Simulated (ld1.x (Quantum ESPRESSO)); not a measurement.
Ranking TM potentials for ruthenium

All share these settings but for the change named:

| Quantity | Value |
| --- | --- |
| Element | ruthenium (Ru) |
| Generator | ld1.x (Quantum ESPRESSO) 7.5 |
| Type | norm-conserving Troullier–Martins (Kleinman–Bylander form) |
| Functional | PBE |
| Relativity | scalar-relativistic |
| Frozen core | [Ar] 3d10 |
| Valence charge | 16 |
| Reference configuration | 4s2 4p6 4d6 5s2 5p0 |
| Partial waves | 4p (bound): rc 1.90 bohr; 4d (bound): rc 1.15 bohr; 4s (bound): rc 1.55 bohr |
| Local potential | the s channel |
| Core correction | none |

Occupied shells without a wave of their own: 5s. They enter only through the test configuration that unscreens the potential.

Cutoff: the first of the cutoffs (Ry, on a coarse ladder) from which the occupation-weighted sum of valence levels, in a spherical-Bessel basis at the reference potential, stays within 10 and 1 mRy of its value at 400 Ry; the density cutoff is not measured.

The base gives 80 Ry.

Of 10 variants that were run, those that failed, showed a ghost or another fault, or gave nearly equal values are left out.

(1) Rank these variants from softest to hardest (loose cutoff).
A. all radii scaled by about 0.76 (s 1.18, p 1.44, d 0.88 bohr)
B. wave 4s (bound): rc 1.55 bohr becomes 4s (bound): rc 1.12 bohr
C. core [Kr], valence charge 8; reference 4d6.5 5s0 5p0; waves now 5s (bound): rc 2.35 bohr; 5p (bound): rc 2.55 bohr; 4d (bound): rc 2.10 bohr; local potential all-electron potential smoothed inside 2.50 bohr (lloc = -2); core correction Bessel-smoothed model core inside 1.00 bohr

## Answers

(1) C (45 Ry), B (110 Ry), A (230 Ry).
